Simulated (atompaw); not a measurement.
# S: PAW (atompaw) pseudisation with PBE, scalar-relativistic reference atom.

atompaw 4.2.0.5 was run on this input:

```
S 16
GGA-PBE scalarrelativistic loggrid 1500 logderivrange -3 5 201
3 3 0 0 0 0
3 1 4
0 0 0
c
c
v
c
v
2
1.90 1.75 1.55 1.25
y
1.95
n
y
1.05
n
y
0.25
y
1.65
n
custom polynom vanderbiltortho sinc
bessel
1.90
1.90
1.90
1.90
1.90
1.90
PWSCFOUT
UPFDX 0.0125d0 UPFXMIN -7.d0 UPFZMESH 16.d0
END
```

Command:

```bash
atompaw < S.input > S.log
```

Resulting log (summary file):

```
Completed calculations for S (AE)

 Exchange-correlation type: GGA, Perdew-Burke-Ernzerhof

 Radial integration grid is logarithmic
 r0 =   4.9965115E-04 h =   7.9944185E-03   n =      1500 rmax =   8.0000000E+01

 Scalar relativistic calculation

 AEatom converged in  28 iterations
   nz     =  16.00
   delta  =       9.029142544029E-17

 All Electron Orbital energies:
  n  l      occupancy      energy
  1  0      2.0000000E+00 -1.7683308E+02
  2  0      2.0000000E+00 -1.5560289E+01
  3  0      2.0000000E+00 -1.2683271E+00
  2  1      6.0000000E+00 -1.1502956E+01
  3  1      4.0000000E+00 -5.1513328E-01

 Total energy
   Total                    :     -798.09183645561257

 ---
 Completed calculations for S (SC)

 Exchange-correlation type: GGA, Perdew-Burke-Ernzerhof

 Radial integration grid is logarithmic
 r0 =   4.9965115E-04 h =   7.9944185E-03   n =      1500 rmax =   8.0000000E+01

 Scalar relativistic calculation

 SCatom converged in   2 iterations
   nz     =  16.00
   delta  =       7.470241254271E-17

 Valence Electron Orbital energies:
  n  l      occupancy      energy
   3  0      2.0000000E+00 -1.2683271E+00
   3  1      4.0000000E+00 -5.1513328E-01

 Total energy
   Total                    :     -798.09183645725636
   Valence                  :      -65.99045122913230

 PAW parameters:
       lmax =            2
         rc =    1.9124367766659809
        irc =         1033
   rc_shape =    1.7514002470424785
    rc_vloc =    1.5534262656264226
    rc_core =    1.2517420169815157
   Vloc: truncated form - Vps(r)=A.sin(qr)/r for r<rc
   Projector type: polynomial pseudization + Vanderbilt ortho.
   Sinc^2 compensation charge shape zeroed at   1.7514E+00

 Number of basis functions     6
 No.   n  nodes  l      Energy         Cp coeff         Occ
  1    3    2    0   -0.1268327E+01  0.3143508E+02  0.2000000E+01
  2  999    3    0    0.1950000E+01  0.1430196E+01  0.0000000E+00
  3    3    1    1   -0.5151333E+00  0.2611600E+03  0.4000000E+01
  4  999    2    1    0.1050000E+01  0.1114494E+02  0.0000000E+00
  5  999    0    2    0.2500000E+00  0.4851308E+03  0.0000000E+00
  6  999    1    2    0.1650000E+01  0.1052551E+03  0.0000000E+00

 Eigenvalues of overlap operator (in the basis of projectors):
    1        4.47696392E-02
    2        1.60316230E-01
    3        7.25171491E-01
    4        1.29716009E+01
    5        1.52357762E+02
    6        8.67564422E+02

 Orbital leakage outside PAW augmentation regions
   orb  is_core?  %out_of_sphere
   1 0    T           0.00
   2 0    T           0.00
   3 0    F          31.93
   2 1    T           0.01
   3 1    F          50.08

 Summary of PAW energies
   Total valence energy     :    -65.99047290617155
   Smooth energy            :     14.70590177689133
   One center               :    -80.69637468306288
   Smooth kinetic           :      7.57443479008209
   Vloc energy              :      2.20501603237293
   Smooth exch-corr         :     -5.47438223683232
   One-center xc            :    -45.45663692526897
```

The run took about 1.2 s on one core of a shared server CPU.
